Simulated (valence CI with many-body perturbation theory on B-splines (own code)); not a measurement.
Results of a calculation; reference values are marked as such.
# Hyperfine factors and g values of B I

Method: valence CI with perturbative core correlation (CI+MBPT): three valence electrons over a frozen Dirac-Fock core [He], a basis of 11 s, 11 p, 9 d, 7 f, 5 g, 2 h, 1 i functions for each j, with the one-electron correlation potential Σ1, the two-electron term Σ2, the three-electron term Σ3, Breit, model QED; selected CI, second order for the rest (own B-spline code, finite nucleus).

Set against measurement, 16 paired levels are off by 30 cm⁻¹ on average, the worst by 79. These come from a selection out of the NIST Handbook of Basic Atomic Spectroscopic Data. Levels without a partner in it may be off by more.

A/g_I is the dipole constant over the nuclear g factor μ/I (μ in nuclear magnetons, uniformly magnetised nucleus), B/Q the quadrupole constant per barn. Both hold the static response of the core; the bare values leave it out. Large factors of s and p1/2 electrons are usually good to 5 to 10 %; those of open d and f shells near neutrality can be off by tens of per cent, and small factors of p3/2, d and f electrons come from cancelling terms and can be off by a factor of two or in sign, in half-filled shells by more. B is blank for J = 1/2, where it vanishes, and for nearly pure S terms. Energies count from the lowest level.

```tsv
Level	E (cm⁻¹)	g	A/g_I (MHz)	A/g_I bare	B/Q (MHz/b)	B/Q bare
2s2.2p 2P°_1/2	0.0	0.666	205	184		
2s2.2p 2P°_3/2	15.1	1.334	39.9	56.4	66.6	69.8
2s.2p2 4P_1/2	28948	2.670	649	619		
2s.2p2 4P_3/2	28954	1.735	296	284	60.6	63.8
2s.2p2 4P_5/2	28961	1.601	285	273	-75.7	-79.7
2s2.3s 2S_1/2	40019	2.002	129	113		
2s.2p2 2D_5/2	47877	1.200	280	247	119	125
2s.2p2 2D_3/2	47877	0.799	-152	-119	83.1	87.3
2s2.3p 2P°_1/2	48591	0.666	17.5	15.8		
2s2.3p 2P°_3/2	48593	1.334	9.55	10.8	7.82	8.15
2s2.3d 2D_3/2	54753	0.800	-11.3	-8.69	7.62	7.99
2s2.3d 2D_5/2	54753	1.200	23.6	21.0	10.9	11.4
2s2.4s 2S_1/2	54978	2.002	42.7	37.5		
2s2.4p 2P°_1/2	57761	0.666	5.65	5.12		
2s2.4p 2P°_3/2	57761	1.334	3.99	4.35	2.84	2.96
2s2.4d 2D_3/2	59973	0.800	-1.62	-1.21	1.50	1.57
2s2.4d 2D_5/2	59973	1.200	4.19	3.78	2.13	2.24
2s2.4f 2F°_5/2	60020	0.857	0.0529	0.0530	0.0482	0.0556
2s2.4f 2F°_7/2	60020	1.143	0.0309	0.0308	0.0565	0.0651
2s2.5s 2S_1/2	60127	2.002	39.9	34.8		
2s2.5p 2P°_1/2	61414	0.666	2.38	2.17		
2s2.5p 2P°_3/2	61414	1.334	1.98	2.11	1.30	1.35
```

Question: Take the isotope of mass number 10, with I = 3, μ = 1.80046 μN and Q = 0.0846 b. What is the hyperfine structure of 2s.2p2 4P_3/2?

Answer: From the table A = 178 MHz, B = 5.13 MHz. Shifts from the centre of gravity in MHz: F = 3/2: -1060, F = 5/2: -624, F = 7/2: -2.56, F = 9/2: 802.
